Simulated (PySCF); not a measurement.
How methods differ on the excitation energy of Mo+

Mo+ [Kr] 4d5 (6S) → Mo+ [Kr] 4d4 5p1 (high-spin determinant), as a difference of total energies. Computed with PySCF 2.14 in def2-QZVPPD with the def2 core potential (28 electrons), with scalar relativity through the core potential. Correlated levels: valence: 4s2 4p6 frozen. The calculations carry no spin-orbit coupling.

```tsv
method	excitation energy (cm⁻¹)
UHF	44883
MP2 (valence)	47849
SCS-MP2 (valence)	45872
CCSD (valence)	47628
CCSD(T) (valence)	47664
```

The determinant of the upper state mixes LS terms, which raises its energy above the lowest term, most at the Hartree-Fock and MP2 levels.
